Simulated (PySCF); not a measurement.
W(O)2(Me)2 (C2H6O2W), SMILES [O]=[W]([CH3])(=[O])[CH3], multiplicity 1. Atoms are numbered in the order given.

```xyz
11

W      0.0000     0.0000     0.0643
O      0.0000     1.4081     1.0421
O      0.0000    -1.4081     1.0421
C      1.7603     0.0000    -1.1172
H      1.7741     0.9017    -1.7555
H      1.7741    -0.9017    -1.7555
H      2.6757     0.0000    -0.5033
C     -1.7603     0.0000    -1.1172
H     -2.6757     0.0000    -0.5033
H     -1.7741    -0.9017    -1.7555
H     -1.7741     0.9017    -1.7555
```
Charge 0, spin multiplicity 1.

The structure is a stationary point at B3LYP-D3(BJ)/def2-SVP. The spin state was assumed, not searched. The structure was generated by enumeration; whether it is a known compound was not checked. The def2 effective core potentials stand for the cores of W; spin–orbit coupling is left out.

Calculation: PBE0/def2-TZVP run with PySCF.

ESP charges are fitted to the potential on shells at 1.4 to 2.0 van der Waals radii. Atomic charges (e):

```csv
atom,Mulliken,Löwdin,ESP fit
W1,1.33,0.83,1.45
O2,-0.47,-0.29,-0.53
O3,-0.47,-0.29,-0.53
C4,-0.71,-0.54,-0.83
H5,0.17,0.14,0.21
H6,0.17,0.14,0.21
H7,0.18,0.14,0.22
C8,-0.71,-0.54,-0.83
H9,0.18,0.14,0.22
H10,0.17,0.14,0.21
H11,0.17,0.14,0.21
```
